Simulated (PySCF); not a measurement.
Ga(H)2(NCO) (CH2GaNO), SMILES O=C=[N][GaH2].

Geometry: ωB97X-D3(BJ)/def2-SVP.

Computed with ωB97X-D3(BJ)/def2-SVP run with PySCF.

Frequencies are harmonic and unscaled.

| mode | ν (cm⁻¹) | IR (km/mol) | moving atoms (share of kinetic energy) |
|---|---|---|---|
| 1 | 53 | 1.0 | N 66 %, O 20 %, H 9 % |
| 2 | 87 | 1.0 | N 70 %, O 21 % |
| 3 | 448 | 88.3 | Ga 37 %, O 31 %, C 18 %, N 14 % |
| 4 | 557 | 67.4 | H 87 % |
| 5 | 629 | 46.1 | C 71 %, O 15 %, N 14 % |
| 6 | 643 | 150.2 | H 93 % |
| 7 | 648 | 30.2 | C 72 %, O 14 %, N 13 % |
| 8 | 766 | 178.9 | H 98 % |
| 9 | 1514 | 16.9 | N 55 %, O 43 % |
| 10 | 2059 | 219.2 | H 98 % |
| 11 | 2064 | 100.1 | H 99 % |
| 12 | 2446 | 1645.5 | C 70 %, N 19 %, O 11 % |
